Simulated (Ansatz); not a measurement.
Molecule: fluoroboronic acid, sum formula H$_{2}$BO$_{2}$F, charge 0, multiplicity 1. SMILES: OB(O)F
Structure (B3LYP-D3(BJ)/def2-TZVP (Ansatz, an electronic-structure program) minimum search):
```xyz
6

B     -0.0174     0.0136     0.0008
F      0.3228     1.3060     0.0664
O     -1.3369    -0.2935    -0.0072
O      0.9426    -0.9533    -0.0556
H     -1.5039    -1.2399    -0.0557
H      1.8407    -0.6079    -0.0430
```
Charge 0, spin multiplicity 1.

Quantity: atomisation energy (electronic, to ground-state atoms), in eV. Cores are frozen in the correlated levels unless marked. UHF or UKS for open shells. No spin-orbit coupling. Non-relativistic. The coupled-cluster limit lacks core correlation, which all-electron functionals hold. CBS marks a two-point X^-3 extrapolation of the correlation energy; Hartree-Fock from the larger set.

```csv
level,program,atomisation energy (eV)
PBE-D4/def2-TZVPD,Ansatz + dftd4,28.60
r2SCAN-D4/def2-TZVPD,Ansatz + dftd4,28.07
PBE0/6-31G*,Ansatz,27.48
PBE0/def2-QZVPP,Ansatz,27.81
```

Q: Predict the CCSD(T)/CBS(cc-pVTZ,cc-pVQZ) result (Ansatz).

A: 28.03 eV
